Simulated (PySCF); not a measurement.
Zn(Et)(SMe), SMILES C[CH2][Zn][S]C at its PBE0/def2-SVP optimised geometry (Å):

```
13

Zn    -0.0258    -0.9299     0.0000
C      1.9287    -0.9299     0.0000
C      2.5904    -1.5074     1.2491
H      2.2588     0.1114    -0.1637
H      2.2542    -1.4838    -0.8985
H      2.3101    -2.5592     1.4200
H      2.3150    -0.9529     2.1607
H      3.6921    -1.4795     1.1815
S     -2.2172    -0.9578    -0.0288
C     -2.5968     0.6786     0.6963
H     -2.2258     0.7764     1.7267
H     -3.6921     0.7677     0.7232
H     -2.2067     1.5074     0.0881
```

Method: PBE0/def2-TZVP in PySCF. Cells within 0.4 Å of a nucleus heavier than hydrogen are left out (blank, or x).

Map of the deformation density (molecule minus spherical neutral atoms) (e/bohr³) on the plane z = 1.2 Å:

```
|11111111111111111111111111111|
|11111111111111111111111111111|
|11111111111111111111111111111|
|11111111111111111111111111111|
|11111111111111111111111111111|
|11111111111111111111111111111|
|11111111111111111111111111111|
|11111111111111111111111111111|
|11111100000111111111111111111|
|11111000000011111111111111111|
|11100000000001111111111111111|
|11100010120000111111111111111|
|11100032771000000000001111111|
|11100021441000000000000111111|
|11100000010000000000000001111|
|11110000000000000000000000111|
|11111000011110000001001000111|
|11111111111110000001x69300111|
|11111111111110000001x69200111|
|11111111111110000017821000111|
|11111111111110000004510001111|
|11111111111111100000000011111|
|11111111111111111000000111111|
|11111111111111111100011111111|
|11111111111111111111111111111|
|11111111111111111111111111111|
|11111111111111111111111111111|
|11111111111111111111111111111|
|11111111111111111111111111111|
```
Scale: ten equal steps from -0.009 (start of '0') to 0.077 (end of '9'), in the order '0123456789'; x runs from -6.00 to 6.00, y from -6.00 (bottom) to 6.00 (top).
